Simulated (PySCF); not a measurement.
Cl3FTi, SMILES [Ti]([F])([Cl])([Cl])[Cl], multiplicity 1. Atoms are numbered in the order given.

```xyz
5

F      0.0000     0.0000     1.9647
Ti     0.0000     0.0000     0.2519
Cl    -1.7603    -1.0163    -0.4554
Cl     1.7603    -1.0163    -0.4554
Cl     0.0000     2.0326    -0.4554
```

Geometry optimised at ωB97X-D3(BJ)/def2-SVP. The spin state was assumed, not searched.

Two levels are set side by side: PBE/pcSseg-1 (PySCF) and PBE0/pcSseg-1 (PySCF). GIAO shifts against CFCl3 (¹⁹F), HCl (³⁵Cl) at the same level; non-relativistic, no solvent, atoms listed together averaged. Without spin–orbit terms, shifts of atoms bonded to Cl or Br come out too high at both levels. Differences are taken from unrounded values.

```csv
quantity,PBE0
δ(¹⁹F) of F1 (ppm),413.9
"δ(³⁵Cl) of Cl3, Cl4, Cl5 (ppm)",887.0
```

Question: What does PBE give, and how far is it from PBE0? (An estimate is asked for; the answer gives what the named calculation found.)

Answer: 
```tsv
quantity	PBE	PBE minus PBE0
δ(¹⁹F) of F1 (ppm)	396.2	-17.7
δ(³⁵Cl) of Cl3, Cl4, Cl5 (ppm)	882.8	-4.2
```

Rough cost on one machine, each run with all the roots and properties that it gave: PBE0 against PBE within a factor of 2.
